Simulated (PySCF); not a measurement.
Molecule: `InChI=1S/C4H13B2N/c1-4(2)6-7-5-3/h4-7H,1-3H3`.

Bonds (- single, = double, # triple, : aromatic): C1-B2, B2-N3, N3-B4, B4-C5, C5-C6, C5-C7. C1 carries H8, H9, H10; B2 carries H11; N3 carries H12; B4 carries H13; C5 carries H14; C6 carries H15, H16, H17; C7 carries H18, H19, H20.

Frames of a GFN2-xTB Langevin trajectory at 600 K; GIAO PBE0/pcSseg-1 shieldings in PySCF 2.14, gas phase, non-relativistic; equivalent atoms averaged within each frame.

δ = σ(ref) − σ, references computed at the same level: TMS for $^{13}$C (σref 186.93) and $^{1}$H (σref 31.72); $^{11}$B (σref 100.07) against BF3·OEt2; $^{15}$N (σref 267.73) against NH3. The references are static minima.

Q: How do the shifts (ppm) fluctuate along the trajectory?

A: 
```tsv
time (fs)	C5	C6/C7	C1	B2	B4	N3	H12	H11	H13	H14
250	35.3	27.5	13.5	55.1	50.0	225.4	8.01	6.21	5.80	2.08
425	24.1	16.3	14.5	57.2	52.5	191.4	6.63	6.63	4.47	0.23
625	28.2	18.6	12.0	55.1	60.1	198.7	6.87	5.79	6.46	2.12
800	27.6	28.1	4.6	49.8	61.8	193.7	6.68	6.08	7.40	0.24
1000	27.7	23.2	15.9	51.1	54.0	204.8	7.49	6.27	5.05	2.06
mean of frames	28.6	22.7	12.1	53.7	55.7	202.8	7.14	6.20	5.84	1.35
standard deviation	4.1	5.3	4.4	3.1	5.0	13.6	0.60	0.31	1.16	1.01
```

5 frames give an uncertainty of the mean of about the standard deviation over 2.2 at best, since frames this close in time may not be independent; classical motion lacks zero-point vibration, and the reference would need the same averaging.
